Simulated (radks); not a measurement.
Results of a calculation; reference values are marked as such.
Valence configurations of the cerium ion Ce3+ (all share [Xe]). Code: a radial shooting solver on a logarithmic mesh with Libxc functionals. Model: Dirac Kohn-Sham, PBEsol, spin-unpolarised, spherical densities, point nucleus; open shells fill j = l - 1/2 first. Energies are relative to 4f1; eigenvalues in eV.

\begin{tabular}{lrrrrr}
valence & E (eV) & e(4f5/2) & e(5d3/2) & e(6p1/2) & e(6s1/2) \\ \hline
4f1 & 0.000 & -28.847 & - & - & - \\
4f0.5 6p0.5 & 7.127 & -33.976 & - & -17.768 & - \\
5d1 & 7.387 & - & -25.619 & - & - \\
6s1 & 11.843 & - & - & - & -22.955 \\
6p1 & 16.266 & - & - & -18.998 & - \\
\end{tabular}

NIST lists [Xe] 4f1 as the ground configuration; this level of theory agrees among the configurations tried. The energies are those of spherical spin-averaged densities, not of single terms.
